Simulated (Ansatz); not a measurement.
Input for Ansatz (an electronic-structure program): R-wB97X-V/def2-TZVPP on CH3ClSi (SMILES C[Si]Cl), a point of a torsion scan.

Ansatz 0.2 input:
```yaml
crystal:
  periodic: [false, false, false]
  atoms:
    - {symbol: C, position_ang: [-0.60915717, 0.00029891, 0.01994760]}
    - {symbol: Si, position_ang: [1.00088671, 1.03393852, -0.13679988]}
    - {symbol: Cl, position_ang: [1.63653758, 1.04546322, 1.85122605]}
    - {symbol: H, position_ang: [-0.81458134, -0.32504645, 1.04004456]}
    - {symbol: H, position_ang: [-1.46683568, 0.57558718, -0.32620302]}
    - {symbol: H, position_ang: [-0.55522657, -0.88722798, -0.60915823]}
basis:
  gaussian:
    orbitals: def2-TZVPP
hamiltonian:
  xc: {name: wB97X-V}
scf: {lower_state_search: off}
```

The head of its log:

```
WARN ansatz: RAYON_NUM_THREADS=1 ignored (pool sized by the plan → 1); use --threads N
Functional definition: wB97X-V
these checks for a lower state are left out or cut short: stability, starts, cluster_reference, orbital_swaps, neighbouring_geometries, increment
integrals: 0.10 GiB planned
958 factors; their error is unknown
integrals: 0.13 GiB planned
193 factors; integrals over basis functions are off by at most 4.7e-5 eV
mean field: 0.78 GiB planned
mean field evaluation 1: about -21480.5545 eV, gradient 3.8e1 eV
mean field evaluation 2: about -21482.0424 eV, gradient 2.8e1 eV
```

Task: What total energy does the run end on?

Result: -789.5201 hartree.
